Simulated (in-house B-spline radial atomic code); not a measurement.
A fraction x of an electron is moved 3d → 5p in the iodine ion I⁵⁺, starting from [Kr] 4d10 5s2 and keeping the highest spin. Method: scalar-relativistic (X2C) wB97X, spin-polarised, spherical fractional occupations, Fermi nucleus of rms radius 4.75 fm. Calculated with a B-spline radial code for spherical atoms.

Caution: exact exchange at fractional occupations of open shells leaves self-interaction of up to several eV.

```
    x  E(x) - E(0) (eV)  3d down level (eV)  5p up level (eV)
    0            0.0000            -676.016                 -
0.125           78.2574            -680.198           -52.444
 0.25                 ?                   ?                 ?
0.375          236.0482            -688.575           -53.994
  0.5          315.5848            -692.769           -54.762
0.625          395.5503            -696.969           -55.528
 0.75                 ?                   ?                 ?
0.875          556.7697            -705.381           -57.064
    1          638.0244            -709.594           -57.835
```

(1) What belongs in the row x = 0.25?

(2) What belongs in the row x = 0.75?

(3) Check Janak's theorem between x = 0.375 and 0.5.

## Answers

(1) An energy change of 156.9394 eV; 3d down at -684.384 eV, 5p up at -53.223 eV.

(2) An energy change of 475.9451 eV; 3d down at -701.173 eV, 5p up at -56.295 eV.

(3) The slope of the energy is 636.29 eV; the orbital levels give 636.29 eV (ε of the receiving orbital less ε of the emptying one, averaged over the two points).
